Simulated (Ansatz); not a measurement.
C2H6N (SMILES C[CH]N), doublet, at a GFN2-xTB geometry; CCSD(T)/6-31G* (Ansatz, a first-principles code).

Here is a job for Ansatz.
Ansatz 0.2 input:
```yaml
crystal:
  periodic: [false, false, false]
  atoms:
    - {symbol: C, position_ang: [1.23129600, -0.25669769, -0.09655273]}
    - {symbol: C, position_ang: [-0.05799116, 0.17393746, 0.49940779]}
    - {symbol: N, position_ang: [-1.20100732, 0.14966202, -0.31016964]}
    - {symbol: H, position_ang: [1.64723200, 0.48863493, -0.78864494]}
    - {symbol: H, position_ang: [1.96813276, -0.42204686, 0.68733552]}
    - {symbol: H, position_ang: [1.10338449, -1.18365188, -0.65721155]}
    - {symbol: H, position_ang: [-0.05524989, 0.94758192, 1.24931036]}
    - {symbol: H, position_ang: [-2.06668125, 0.26362547, 0.19896649]}
    - {symbol: H, position_ang: [-1.22959588, -0.64521633, -0.93569883]}
basis:
  gaussian:
    orbitals: 6-31G*
magnetization: {spin_polarized: true, initial_magnetization: 1}
correlation: {method: ccsd_t, electrons: outside_noble_gas}
accuracy: high
```

What the program printed (banner, timings and long lists left out):

```
Functional definition: HF
1361 factors; integrals over basis functions are off by at most 3.1e-9 eV
mean field evaluation 1: about -3633.9896 eV, gradient 1.9e1 eV
mean field evaluation 2: about -3633.9896 eV, gradient 1.9e1 eV
mean field evaluation 4: about -3636.0832 eV, gradient 2.5e0 eV
mean field evaluation 8: about -3636.1459 eV, gradient 6.1e-2 eV
mean field evaluation 16: about -3635.8183 eV, gradient 7.2e0 eV
mean field evaluation 32: about -3636.1458 eV, gradient 9.8e-6 eV
mean field -3636.14575426 eV, -133.6258918008 hartree, gradient 5.8e-8 eV, S^2 0.760880; 1 other end points of the search recorded, 0 dependent functions left out
3 core orbitals not correlated
reference -3636.14575426 eV, -133.6258918008 hartree; 10, 9 occupied and 44, 45 virtual orbitals, 1361 factors
second order -11.00619771 eV of doubles, -0.00000000 eV of singles
cycle   1  -11.66229222 eV  change   -6.6e-1 eV  update   7.2e-2
cycle   2  -12.00268479 eV  change   -3.4e-1 eV  update   2.3e-2
cycle   3  -12.06434131 eV  change   -6.2e-2 eV  update   1.2e-2
cycle   4  -12.06405929 eV  change    2.8e-4 eV  update   5.1e-3
cycle   5  -12.06397468 eV  change    8.5e-5 eV  update   2.1e-3
cycle   6  -12.06380619 eV  change    1.7e-4 eV  update   6.5e-4
cycle   7  -12.06373649 eV  change    7.0e-5 eV  update   2.1e-4
cycle   8  -12.06376215 eV  change   -2.6e-5 eV  update   9.0e-5
cycle   9  -12.06375319 eV  change    9.0e-6 eV  update   3.4e-5
cycle  10  -12.06375525 eV  change   -2.1e-6 eV  update   1.5e-5
cycle  11  -12.06375986 eV  change   -4.6e-6 eV  update   6.6e-6
cycle  12  -12.06375809 eV  change    1.8e-6 eV  update   3.0e-6
cycle  13  -12.06375747 eV  change    6.1e-7 eV  update   1.1e-6
cycle  14  -12.06375648 eV  change    9.9e-7 eV  update   4.0e-7
cycle  15  -12.06375624 eV  change    2.4e-7 eV  update   1.6e-7
cycle  16  -12.06375630 eV  change   -6.1e-8 eV  update   7.5e-8
cycle  17  -12.06375632 eV  change   -2.2e-8 eV  update   3.9e-8
cycle  18  -12.06375635 eV  change   -2.2e-8 eV  update   2.4e-8
cycle  19  -12.06375629 eV  change    5.8e-8 eV  update   9.9e-8
cycle  20  -12.06375629 eV  change   -3.7e-9 eV  update   2.3e-8
cycle  21  -12.06375629 eV  change    2.4e-9 eV  update   5.3e-9
cycle  22  -12.06375629 eV  change  -1.4e-10 eV  update   1.8e-9
perturbative correction -0.29864986 eV, -0.0109751800 hartree
Total energy: -3648.50816041 eV, -134.0802018473 hartree
```
